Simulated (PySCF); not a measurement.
SiClFI₂, SMILES F[Si](Cl)(I)I.

Coordinates come from a B3LYP-D3(BJ)/def2-SVP optimisation. The def2 effective core potentials stand for the cores of I; spin–orbit coupling is left out.

Computed with B3LYP/def2-TZVP (PySCF).

The molecule is in vacuum.

Computed frontier levels, gap, dipole moment and polarisability:
```
Property                                                                                                        Result
---------------------------------------------------------------------------------------------  -----------------------
highest occupied level                                                                                        -7.75 eV
lowest empty level                                                                                            -2.29 eV
orbital gap                                                                                                    5.46 eV
dipole moment                                                                                                0.216 e·Å
quadrupole, principal values (traceless, Buckingham form, about the centre of nuclear charge)   -5.06, -0.01, 5.08 D·Å
mean static polarisability                                                                       98.0 bohr³ (14.52 Å³)
polarisability, principal values                                                               72.2, 97.2, 124.6 bohr³
```
